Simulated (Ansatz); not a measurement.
One change: `C=C[SiH](Cl)C=C` becomes `C=C[SiH](N)Cl`.

Ansatz, PBE0-D4/def2-TZVP geometries, multiplicity 1. Each molecule was computed in one conformer, which needn't be the lowest.

```tsv
property	`C=C[SiH](Cl)C=C`
size of the dipole moment (ωB97M-V/def2-TZVPP) / D	2.23
size of the dipole moment (B3LYP/def2-TZVPP) / D	2.20
LUMO energy (PBE0/def2-TZVPP) / eV	-0.90
size of the dipole moment (PBE/def2-TZVPP) / D	2.12
HOMO–LUMO gap (ωB97M-V/def2-TZVPP) / eV	11.59
HOMO–LUMO gap (B3LYP/def2-TZVPP) / eV	6.82
```

Question: What does the change do to each property? (Estimate.)

Answer: The calculation gave: 
| property | `C=C[SiH](N)Cl` | shift |
| --- | --- | --- |
| size of the dipole moment (ωB97M-V/def2-TZVPP) / D | 1.82 | -0.41 |
| size of the dipole moment (B3LYP/def2-TZVPP) / D | 1.83 | -0.37 |
| LUMO energy (PBE0/def2-TZVPP) / eV | -0.71 | 0.19 |
| size of the dipole moment (PBE/def2-TZVPP) / D | 1.86 | -0.26 |
| HOMO–LUMO gap (ωB97M-V/def2-TZVPP) / eV | 11.53 | -0.06 |
| HOMO–LUMO gap (B3LYP/def2-TZVPP) / eV | 6.68 | -0.14 |

With PBE0 the HOMO rises by 0.29 eV and the LUMO rises by 0.19 eV, so the gap narrows by about 0.10 eV. PBE moves the HOMO by 0.56 eV and ωB97M-V by 0.19 eV. Dipoles are sizes alone; their direction can turn.

B3LYP here is the variant with VWN-RPA as its local correlation; programs differ in this.
